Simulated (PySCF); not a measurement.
BBr3, charge -1, sextet, at a GFN2-xTB geometry of the parent state (a state made from the parent by changing its charge; the spin is typed, not shown lowest) (in this run its highest filled SCF level lies above zero, so its values depend strongly on the basis, on diffuse functions most of all); M062X/STO-3G run with PySCF.

The PySCF input:
```python
from pyscf import gto, scf, dft

mol = gto.M(
    atom='''
B     0.02149908   -0.02457271   -0.04758981
Br   -1.60547699   -1.16290569   -0.12149488
Br    0.01555139    1.76890099   -0.90300304
Br    1.58685430   -0.60248491    1.03129646
''',
    basis='sto-3g',
    charge=-1,
    spin=5,
    verbose=4,
)

mf = dft.UKS(mol)
mf.xc = 'm062x'
mf.kernel()
mf.analyze()
```

What the program printed (banner, timings and long lists left out):

```
PySCF version 2.14.0

[INPUT] verbose = 4
[INPUT] num. atoms = 4
[INPUT] num. electrons = 111
[INPUT] charge = -1
[INPUT] spin (= nelec alpha-beta = 2S) = 5
[INPUT] symmetry False subgroup None
[INPUT] Mole.unit = angstrom
[INPUT] Symbol           X                Y                Z      unit          X                Y                Z       unit  Magmom
[...]
nuclear repulsion = 705.133606609206
number of shells = 27
number of NR pGTOs = 177
number of NR cGTOs = 59
basis = sto-3g
ecp = {}

******** <class 'pyscf.dft.uks.UKS'> ********
method = UKS
initial guess = minao
damping factor = 0
level_shift factor = 0
DIIS = <class 'pyscf.scf.diis.CDIIS'>
diis_start_cycle = 1
diis_space = 8
diis_damp = 0
SCF conv_tol = 1e-09
SCF conv_tol_grad = None
SCF max_cycles = 50
direct_scf = True
direct_scf_tol = 1e-13
number electrons alpha = 58  beta = 53
XC library pyscf.dft.libxc version 7.1.2
    S. Lehtola, C. Steigemann, M. J. T. Oliveira, and M. A. L. Marques,  SoftwareX 7, 1–5 (2018)
XC functionals = m062x
    Y. Zhao and D. G. Truhlar,  Theor. Chem. Acc. 120, 215 (2008)
    Y. Zhao and D. G. Truhlar,  Theor. Chem. Acc. 120, 215 (2008)
radial grids:
    Treutler-Ahlrichs [JCP 102, 346 (1995); DOI:10.1063/1.469408] (M4) radial grids

becke partition: Becke, JCP 88, 2547 (1988); DOI:10.1063/1.454033
pruning grids: <function nwchem_prune>
grids dens level: 3
symmetrized grids: False
atomic radii adjust function: <function treutler_atomic_radii_adjust>
small_rho_cutoff = 0
Set gradient conv threshold to 3.16228e-05
tot grids = 75320
init E= -7652.03028622419

cycle= 1 E= -7661.7310718899  delta_E= -9.7  |g|= 0.277  |ddm|= 3.51

cycle= 2 E= -7661.8052172134  delta_E= -0.0741  |g|= 0.0751  |ddm|= 0.913

cycle= 3 E= -7661.80238553189  delta_E= 0.00283  |g|= 0.0899  |ddm|= 0.674

cycle= 4 E= -7661.82141289132  delta_E= -0.019  |g|= 0.0199  |ddm|= 0.448

cycle= 5 E= -7661.82444730533  delta_E= -0.00303  |g|= 0.0121  |ddm|= 0.186

cycle= 6 E= -7661.82620197142  delta_E= -0.00175  |g|= 0.0097  |ddm|= 0.155

cycle= 7 E= -7661.82781532145  delta_E= -0.00161  |g|= 0.00742  |ddm|= 0.193

cycle= 8 E= -7661.82866547888  delta_E= -0.00085  |g|= 0.00517  |ddm|= 0.131

cycle= 9 E= -7661.82939687948  delta_E= -0.000731  |g|= 0.00426  |ddm|= 0.142

cycle= 10 E= -7661.83001855821  delta_E= -0.000622  |g|= 0.00359  |ddm|= 0.152

cycle= 11 E= -7661.83054145987  delta_E= -0.000523  |g|= 0.00244  |ddm|= 0.176

cycle= 12 E= -7661.83068801208  delta_E= -0.000147  |g|= 0.00199  |ddm|= 0.0653
[...]
converged SCF energy = -7661.83093540559  <S^2> = 8.7515497  2S+1 = 6.0005165
Total Energy =                       -7661.830935405594573
[...]
spin_pop of  1 Br 3px       0.00040
spin_pop of  1 Br 3py       0.00020
spin_pop of  1 Br 3pz       0.00012
spin_pop of  1 Br 4px       0.36164
spin_pop of  1 Br 4py       0.20200
spin_pop of  1 Br 4pz       0.13024
spin_pop of  1 Br 3dxy      0.00011
spin_pop of  1 Br 3dyz      0.00002
spin_pop of  1 Br 3dz^2     0.00005
spin_pop of  1 Br 3dxz      0.00003
spin_pop of  1 Br 3dx2-y2    0.00008
spin_pop of  2 Br 1s        0.00000
spin_pop of  2 Br 2s        0.00002
spin_pop of  2 Br 3s        0.00011
spin_pop of  2 Br 4s        0.03529
spin_pop of  2 Br 2px       0.00000
spin_pop of  2 Br 2py       0.00000
spin_pop of  2 Br 2pz       0.00000
spin_pop of  2 Br 3px       0.00006
spin_pop of  2 Br 3py       0.00029
spin_pop of  2 Br 3pz       0.00063
spin_pop of  2 Br 4px       0.07388
spin_pop of  2 Br 4py       0.13935
spin_pop of  2 Br 4pz       0.71388
spin_pop of  2 Br 3dxy      0.00000
spin_pop of  2 Br 3dyz      0.00021
spin_pop of  2 Br 3dz^2     0.00004
spin_pop of  2 Br 3dxz      0.00000
spin_pop of  2 Br 3dx2-y2    0.00023
spin_pop of  3 Br 1s        0.00000
spin_pop of  3 Br 2s        0.00001
spin_pop of  3 Br 3s        0.00015
spin_pop of  3 Br 4s        0.01944
spin_pop of  3 Br 2px       0.00000
spin_pop of  3 Br 2py       0.00000
spin_pop of  3 Br 2pz       0.00000
spin_pop of  3 Br 3px       0.00038
spin_pop of  3 Br 3py       0.00029
spin_pop of  3 Br 3pz       0.00007
spin_pop of  3 Br 4px       0.32864
spin_pop of  3 Br 4py       0.34820
spin_pop of  3 Br 4pz       0.03349
spin_pop of  3 Br 3dxy      0.00003
spin_pop of  3 Br 3dyz      0.00001
spin_pop of  3 Br 3dz^2     0.00003
spin_pop of  3 Br 3dxz      0.00013
spin_pop of  3 Br 3dx2-y2    0.00009
 ** Mulliken Spin Density (per atom)  **
spin density of  0 B =      2.59187
spin density of  1 Br =      0.71314
spin density of  2 Br =      0.96401
spin density of  3 Br =      0.73098
 ** Mulliken pop alpha/beta on meta-lowdin orthogonal AOs **
 ** Mulliken pop       alpha | beta **
In total            58.00000 | 53.00000
 ** Mulliken atomic charges   ( Nelec_alpha | Nelec_beta ) **
charge of  0B =     -0.84063  (     4.21625      1.62438 )
charge of  1Br =     -0.07427  (    17.89371     17.18056 )
charge of  2Br =     -0.01456  (    17.98928     17.02527 )
charge of  3Br =     -0.07055  (    17.90076     17.16978 )

WARN: System has nonzero charge -1; the dipole moment is origin-dependent.
Location of origin: [0. 0. 0.]

Dipole moment(X, Y, Z, Debye): -0.03686,  0.95211, -0.24787
```
